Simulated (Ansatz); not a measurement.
Geometry optimisation, Ansatz 0.2.0, RHF/def2-SVP.

Input file:

```yaml
crystal:
  periodic: [false, false, false]
  atoms:
    - { symbol: Ge, position_ang: [0.0, 0.0, 0.0] }
    - { symbol: Cl, position_ang: [0.0, 0.0, 2.57] }
    - { symbol: F, position_ang: [1.5842, 0.0, -0.5594] }
    - { symbol: H, position_ang: [-0.73, 1.2648, -0.5162] }
    - { symbol: F, position_ang: [-0.7913, -1.3709, -0.5594] }
    - { symbol: H, position_ang: [-1.7556, 0.0, 0.5833] }
    - { symbol: H, position_ang: [-1.4971, 0.0, 1.5533] }
basis:
  gaussian: { orbitals: def2-SVP }
hamiltonian:
  xc: hf
relax:
  f_tol: 0.15
  max_steps: 25
  restrain:
    - { distance: [0, 5], at: 2.75, k: 30.0 }
    - { distance: [6, 1], at: 2.57, k: 30.0 }
    - { distance: [0, 1], at: 2.22, k: 30.0 }
    - { distance: [6, 5], at: 0.66, k: 30.0 }
output:
  orbitals: {}
```

Command:

```bash
$ ansatz run input.yaml --threads 1 --pin off --max-ram 2048MiB --backend cpu --events-out ev --progress --plain --runs-dir out
```

Q: Where does it end, and by what steps?

A: It converged. The restraints hold the end off the free minimum; the threshold counts their pulls, which the force column leaves out. Restrained pairs: Ge1–H6 (1.85 → 2.76 Å), Cl2–H7 (1.81 → 2.58 Å), Ge1–Cl2 (2.57 → 2.18 Å), H6–H7 (1.00 → 0.71 Å). After 7 steps the energy has fallen by 3.306 eV (the restraints' own energy left out); H6 moved furthest, 0.73 Å.

```json
{"step": "0", "energy less start (eV)": "0.0000", "largest force component (eV/Å)": "4.480", "accepted": "yes"}
{"step": "1", "energy less start (eV)": "-1.3864", "largest force component (eV/Å)": "3.779", "accepted": "yes"}
{"step": "2", "energy less start (eV)": "-1.9652", "largest force component (eV/Å)": "5.800", "accepted": "yes"}
{"step": "3", "energy less start (eV)": "-2.6761", "largest force component (eV/Å)": "4.365", "accepted": "yes"}
{"step": "4", "energy less start (eV)": "-3.2042", "largest force component (eV/Å)": "2.198", "accepted": "yes"}
{"step": "5", "energy less start (eV)": "-3.2987", "largest force component (eV/Å)": "1.228", "accepted": "yes"}
{"step": "6", "energy less start (eV)": "-3.3033", "largest force component (eV/Å)": "1.250", "accepted": "yes"}
{"step": "7", "energy less start (eV)": "-3.3060", "largest force component (eV/Å)": "1.282", "accepted": "yes"}
```

```xyz
7
Properties=species:S:1:pos:R:3
Ge 0.206 0.045 0.038
Cl 0.371 -0.040 2.215
F 1.791 -0.021 -0.573
H -0.504 1.267 -0.476
F -0.522 -1.389 -0.506
H -2.423 -0.019 0.870
H -2.109 0.051 1.504
```

Time of the run: 16 s on 1 thread of Arm Neoverse V2 (shared host), peak memory 0.19 GiB.
